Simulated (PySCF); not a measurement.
C4H9FSi, SMILES FC1([SiH3])CCC1. Coordinates come from a PBE-D3(BJ)/def2-SVP optimisation. The structure was generated by enumeration, and PubChem lists no compound with its InChIKey, so it may never have been made.

Computed equilibrium geometry at PBE-D3(BJ)/def2-SVP (PySCF confirms it by a frequency run) as a Z-matrix, and its point group:
point group Cs.
```
C
F 1 1.4040
C 1 1.5471 2 115.15
H 3 1.1092 1 119.12 2 -100.57
H 3 1.1096 4 108.84 1 -124.82
C 1 1.5471 2 115.15 3 101.22
H 6 1.1092 1 119.12 2 100.57
H 6 1.1096 7 108.84 1 124.82
C 6 1.5507 7 119.32 8 129.61
H 9 1.1068 6 117.39 7 -97.82
H 9 1.1080 10 108.42 6 -128.18
Si 1 1.9183 2 106.22 3 -129.39
H 12 1.5027 1 109.39 2 60.15
H 12 1.5027 13 109.80 1 120.04
H 12 1.5067 13 109.23 14 119.77
```
